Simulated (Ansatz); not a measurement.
`Cl[SiH2]BBr` + `CN[SiH3]` → `CN([SiH3])[SiH2]Cl` + `BBr` at 298.15 K and 1 bar (cleavage of the Si–B bond).

Program: Ansatz. Geometries: PBE0-D4/def2-TZVP. ΔE: electronic, gas phase. CCSD(T)/CBS is the MP2 limit (def2-TZVPP, def2-QZVPP) plus CCSD(T) − MP2 in def2-TZVPP, frozen cores. For Br outer-core shells are correlated without core-valence functions, which leaves a few kJ/mol of doubt a bond. Scalar relativity is left out up to krypton. Each species was taken in one conformer, which may not be the lowest.

```tsv
species	CCSD(T)/CBS energy (Eh)	H − E (kJ/mol)	S (J/(mol·K))
`Cl[SiH2]BBr`	-3348.83281	101.9	352.6
`CN[SiH3]`	-386.04948	224.3	300.3
`CN([SiH3])[SiH2]Cl`	-1135.59245	258.2	384.3
`BBr`	-2599.32470	64.6	245.8
```

H − E and S are ideal-gas, rigid-rotor, harmonic terms from PBE0-D4/def2-TZVP, for one conformer and one mirror image of each species. 1 Eh = 2625.50 kJ/mol, R = 8.31446 J/(mol·K).

Task: By hand: ΔE, ΔH, ΔS and ΔG.

Result: ΔE = (-1135.59245) + (-2599.32470) − (-3348.83281) − (-386.04948) = -0.03486 Eh = -91.5 kJ/mol. Δ(H − E) = 258.2 + 64.6 − 101.9 − 224.3 = -3.4, so ΔH = -94.9 kJ/mol. ΔS = 384.3 + 245.8 − 352.6 − 300.3 = -22.8 J/(mol·K). ΔG = -94.9 − 298.15 × (-22.8)/1000 = -88.1 kJ/mol.

Task: By hand: the equilibrium constant, and the temperature at which ΔG would vanish if ΔH and ΔS stayed fixed.

Result: log₁₀ K = −ΔG/(RT ln 10) = 15.4. ΔG = 0 at ΔH/ΔS = 4162 K, far beyond where these terms or the molecules hold.

ΔH outweighs TΔS. A doubt of 5 kJ/mol in ΔE shifts log₁₀ K by 0.9 here. Other conformers and mirror images would add mixing entropy, several J/(mol·K) or more a flexible species. Modes under 60 cm⁻¹, often nearly free rotors, make the harmonic entropy too high. These are equilibria of isolated gas molecules and say nothing of rates. Largest T1 diagnostic: 0.011 (customary marks: 0.02 for closed shells, 0.045 for open ones).
